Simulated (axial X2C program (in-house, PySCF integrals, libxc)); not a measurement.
# Ω levels of BrOsBr⁺ from open-shell CI on d5 s0 p(π)0

Computed with an axial X2C code built on PySCF integrals: two-component X2C with atomic mean-field Coulomb and Gaunt terms, basis Br dyall-v3z, Os dyall-v3z (cores contracted in-house). Orbitals come from Hartree–Fock averaged over the configuration Os d5 s0 p(π)0; CI then distributes these electrons over the d, s, p(π) shells of Os.

Br–Os–Br held linear, both bonds 2.347 Å (near the minimum of the configuration average).

Active spinors (ω > 0):

```tsv
shell	ω	ε (eV)	character
d	3/2	-14.54	98% Os d
d	5/2	-13.69	100% Os d
d	1/2	-13.27	61% Os d, 21% Os s, 16% Br p
d	1/2	-12.59	72% Os d, 16% Br p, 9% Os s
d	3/2	-12.33	74% Os d, 22% Br p
s	1/2	-2.76	57% Os s, 20% Os d, 14% Br p
p(π)	1/2	-3.41	82% Os p, 6% Br p, 6% Os f
p(π)	3/2	-3.08	84% Os p, 6% Os f
```

Lowest levels of this model:

```csv
Ω,energy (cm⁻¹),g∥,configuration
5/2,0,9.71,100% d5
1/2,23,1.96,100% d5
3/2,109,5.88,100% d5
5/2,10081,7.04,100% d5
3/2,12318,3.39,100% d5
1/2,12670,0.15,100% d5
7/2,12699,8.80,100% d5
5/2,13671,5.88,100% d5
9/2,14257,11.74,100% d5
7/2,14836,9.33,100% d5
1/2,15353,3.53,100% d5
3/2,15409,2.84,100% d5
1/2,15932,1.83,100% d5
5/2,16064,5.73,100% d5
3/2,16271,4.41,100% d5
7/2,19303,9.16,100% d5
7/2,22751,7.77,100% d5
9/2,23113,9.76,100% d5
11/2,23626,13.64,100% d5
9/2,24397,10.08,100% d5
```

g∥ is the magnitude of 2⟨Lz + ge Sz⟩ for the +Ω component.

Q: From Ω and g∥ of the lowest level, whose 2⟨Lz + ge Sz⟩ is positive, find ⟨Sz⟩ and ⟨Lz⟩ (ge = 2.0023).

A: Ω = ⟨Lz⟩ + ⟨Sz⟩ = 5/2 and ⟨Lz⟩ + ge⟨Sz⟩ = 4.855, so ⟨Sz⟩ = 2.35 and ⟨Lz⟩ = 0.15.

Occupations of the active spinors in the lowest level by ω, shell by shell in order of energy: -5/2: 0.00; -3/2: 0.99 0.01 0.00; -1/2: 0.50 0.50 0.00 0.00; 1/2: 0.77 0.23 0.00 0.00; 3/2: 0.22 0.78 0.00; 5/2: 1.00. The leading determinant has weight 0.29 among 433.

This point took 4.4 s on 1 thread of AMD EPYC 9R45 96-Core Processor (Zen 5), on a shared host.

Dynamic correlation is missing, so gaps between terms are too wide and other configurations may lie lower; the lowest level listed is that of this model, not necessarily the ground state. For d shells the ligand-field splittings (σ, π, δ) and their order can be off by a thousand cm⁻¹ or more. At most 4 roots were kept for each Ω > 0 (twice that for Ω = 0) within 3.2 eV of the lowest, so higher up levels can be missing between those listed; levels with Ω > 0 are doubly degenerate and listed once, Ω = 0 levels singly. The open spinors mix strongly with ligand orbitals, which this small active space describes poorly. Some active spinors are only partly of the character that their shell is named for, so the shell names and counts are nominal. States that fill the shells left empty in the average are placed too high. The molecule was held linear; bending was not examined.
